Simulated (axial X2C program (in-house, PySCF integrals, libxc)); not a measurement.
Low determinants of BAs⁺ at the PBE0 level, 2c

All values were computed with an axial X2C code built on PySCF integrals. Two-component (2c) means X2C with spin–orbit coupling and atomic mean-field two-electron Coulomb and Gaunt terms. Basis: As dyall-cv3z [9s9p6d4f1g], B dyall-v3z [7s6p2d1f] (cores contracted in-house); Gaussian nuclei, density fitting, unrestricted open shells. Masses: As 74.922 u, B 11.009 u.

Search at 1.971 Å (vertical energies from the lowest determinant):

| ΔE (eV) | state | electrons beyond evenly filled partner blocks | electrons in ±ω = 1/2, 3/2, 5/2, 7/2 |
| --- | --- | --- | --- |
| 0.00 | Ω = 3/2 | ω = 3/2 | 26 9 2 0 |
| 0.32 | Ω = 1/2 | 2 × ω = -1/2, ω = 3/2 | 26 9 2 0 |
| 0.83 | Ω = 1/2 | ω = 1/2 | 27 8 2 0 |
| 0.96 | Ω = 5/2 | 2 × ω = 1/2, ω = 3/2 | 26 9 2 0 |
| 1.10 | Ω = 1/2 | ω = 1/2 | 25 10 2 0 |
| 3.28 | Ω = 5/2 | ω = -1/2, 2 × ω = 3/2 | 25 10 2 0 |
| 3.87 | Ω = 7/2 | ω = 1/2, 2 × ω = 3/2 | 25 10 2 0 |

Lowest determinant, Ω = 3/2 (⟨Sz⟩ = 1.50, ⟨Lz⟩ = 0.00 at PBE0): Re = 1.967 Å, ωe = 627.6 cm⁻¹.

The determinant in row 2 of the search, Ω = 1/2 (⟨Sz⟩ = 0.50, ⟨Lz⟩ = 0.00 at PBE0), was followed along the bond at PBE0; measured from the minimum of the lowest determinant it gives:

Te = 0.318 eV (2567 cm⁻¹), Re = 1.976 Å, ωe = 632.2 cm⁻¹.

(1) Compare the bond of the determinant in row 2 with that of the lowest one.

The search compares states at one distance, so a state with another bond length can lie lower; it is not exhaustive and yields mostly the lowest determinant of each block pattern, so other components and higher states of one pattern are missing. These are energies of single determinants, not of spin-adapted states; PBE0 term energies can be off by some tenths of an eV, and the functional has no current term. The lowest determinant need not be the ground state where others lie within half an eV.

Results:

(1) At PBE0 its Re is 0.009 Å longer and its force constant, which goes as ωe², is 1.01 times that of the lowest determinant. This determinant mixes spin states, so it has no term energy of its own.
